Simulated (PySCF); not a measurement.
## Correlation energy of Cl+ (chlorine, charge +1)

[Ne] 3s2 3p4, high-spin 3P determinant. Computed with PySCF 2.14 in cc-pV(T+d)Z, with no relativity, point nucleus. Frozen: [Ne]; 6 electrons correlated.

MP2 pair energies summed by pair of shells (mhartree):

```json
{"pair": "3p-3p", "energy": "-57.77", "share (%)": "46.6"}
{"pair": "3s-3p", "energy": "-56.60", "share (%)": "45.7"}
{"pair": "3s-3s", "energy": "-9.61", "share (%)": "7.8"}
```

Total MP2 correlation energy: -123.97 mhartree.

Same-spin part -28.62 and opposite-spin part -95.35 mhartree; SCS-MP2 scales them by 1/3 and 6/5 to -123.96 mhartree.

```csv
level,correlation energy (mhartree)
CCSD,-149.11
(T),-4.41
CCSD(T),-153.52
```

Diagnostics: T1 = 0.0088, D1 = 0.0284, largest double amplitude 0.052.

Problem. Is a single reference adequate?

Solution. Yes: T1 lies below 0.03 and no double amplitude reaches 0.07.
